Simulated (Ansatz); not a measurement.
Reaction (cleavage of the B–B bond): `CB(C)BN` + H₂Se → `CB(C)[SeH]` + `BN`

Calculated with Ansatz (gas phase, PBE0-D4/def2-TZVP geometries, no zero-point term in ΔE). CBS: MP2 limit from def2 TZ/QZ plus the TZ coupled-cluster correction, frozen cores. This one scheme is used for every species. Functionals use def2-TZVPP. For Se outer-core shells are correlated without core-valence functions, which leaves a few kJ/mol of doubt a bond. Scalar relativity is left out up to krypton. Each species was taken in one conformer, which may not be the lowest.

`CB(C)BN`:

Z-matrix (Å, degrees):
```
C
B 1 1.571
H 1 1.102 2 104.7
H 1 1.094 2 114.4 3 115.6
H 1 1.092 2 115.5 3 -115.8
C 2 1.571 1 118.2 3 -92.3
B 2 1.686 1 120.7 3 90.4
H 6 1.093 2 115.4 1 151.8
H 6 1.102 2 104.9 1 -92.3
H 6 1.094 2 114.2 1 23.3
N 7 1.394 2 125.7 1 -88.0
H 7 1.209 2 118.9 1 91.7
H 11 1.006 7 123.1 2 179.7
H 11 1.006 7 123.9 2 -0.3
```

H₂Se:

Z-matrix (Å, degrees):
```
Se
H 1 1.467
H 1 1.467 2 91.2
```

`CB(C)[SeH]`:

Z-matrix (Å, degrees):
```
C
B 1 1.567
H 1 1.091 2 115.6
H 1 1.097 2 108.5 3 121.0
H 1 1.095 2 110.5 3 -123.7
C 2 1.564 1 121.6 3 170.7
Se 2 1.936 1 116.4 3 -8.5
H 6 1.091 2 115.3 1 163.5
H 6 1.095 2 111.4 1 38.9
H 6 1.098 2 107.8 1 -76.7
H 7 1.469 2 97.6 1 -178.4
```

`BN`:

```xyz
6

B    -0.146    0.413   -0.524
N     0.150   -0.425    0.539
H    -0.036    1.596   -0.378
H    -0.505   -0.068   -1.560
H     0.080   -1.427    0.487
H     0.457   -0.090    1.436
```

CCSD(T)/CBS gives -120.3 kJ/mol.

(1) Another level gave -112.6 kJ/mol. Which?
A. CCSD(T)/def2-TZVPP
B. SCS-MP2/def2-TZVPP
C. ωB97X-V/def2-TZVPP
D. MP2/def2-TZVPP

Largest T1 diagnostic among the species: 0.012.

## Answers

(1) C. ωB97X-V -112.6, CCSD(T)/def2-TZVPP -120.4, MP2/def2-TZVPP -130.2, SCS-MP2/def2-TZVPP -125.3 kJ/mol.

In def2-TZVPP, CCSD(T) changes the Hartree–Fock value by −5.8 kJ/mol (the triples alone add −2.6 kJ/mol) and MP2 by −15.7 kJ/mol.
